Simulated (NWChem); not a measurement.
System: C₂H₈Si; SMILES C[SiH2]C

```xyz
11

Si     0.0000     0.0000    -0.5471
C     -1.5561     0.0000     0.5111
C      1.5561     0.0000     0.5111
H      0.0000     1.2075    -1.4357
H      0.0000    -1.2075    -1.4357
H     -1.5926    -0.8908     1.1578
H     -2.4607     0.0000    -0.1164
H     -1.5926     0.8908     1.1578
H      2.4607     0.0000    -0.1164
H      1.5926    -0.8908     1.1578
H      1.5926     0.8908     1.1578
```
Atoms are numbered in this order, from 1.

Program: NWChem. Geometry: optimised at PBE0/def2-SVP.

**Question.** What does the run give for PBE/STO-3G? Quantities: highest occupied level (eV); orbital gap (eV); dipole (D).

**Answer.** 
```
Item                         Value
---------------------------  -----
highest occupied level (eV)  -5.76
orbital gap (eV)             12.95
dipole (D)                    0.25
```
